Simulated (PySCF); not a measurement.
## Correlation energy of Ar (argon, neutral)

[Ar], closed-shell 1S. All numbers are calculated (PySCF 2.14, the non-relativistic Hamiltonian (point nucleus), in aug-cc-pwCVTZ (8s7p5d3f, 75 functions)). Frozen: [Ne]; 8 electrons correlated.

```tsv
level	correlation energy (mhartree)
CCSD	-234.21
(T)	-8.13
CCSD(T)	-242.34
```

Diagnostics: T1 = 0.0023, D1 = 0.0034, largest double amplitude 0.028.

Cost of the coupled-cluster step: of the order of 2.8 core-seconds, for 8 correlated electrons.
